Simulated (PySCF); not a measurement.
# How methods differ on the excitation energy of Pd⁺

Pd⁺ [Kr] 4d9 (2D) → Pd⁺ [Kr] 4d8 5p1 (high-spin determinant), as a difference of total energies. All numbers are calculated (PySCF 2.14, scalar relativity by spin-free X2C-1e, in x2c-QZVPPall). Correlated levels: valence: [Kr] frozen; valence and next inner shell: [Ar] 3d10 frozen. The calculations carry no spin-orbit coupling.

| method | excitation energy (eV) |
| --- | --- |
| UHF | 7.240 |
| LDA | 8.715 |
| PBE | 8.389 |
| PBE0 | 8.326 |
| r2SCAN | 8.075 |
| MP2 (valence) | 8.662 |
| SCS-MP2 (valence) | 8.695 |
| MP2 (valence and next inner shell) | 8.751 |
| SCS-MP2 (valence and next inner shell) | 8.668 |

Question: How much does correlation contribute at MP2 (valence and next inner shell)?

Answer: 8.751 − (7.240) = 1.511 eV, measured against UHF.

A first-order spin-orbit estimate (lowest level to lowest level, LS coupling) adds -0.042 eV.

The basis was made for the ground configuration and has no added diffuse functions, so the excitation energy can come out too high.

The determinant of the upper state mixes LS terms, which raises its energy above the lowest term, most at the Hartree-Fock and MP2 levels.
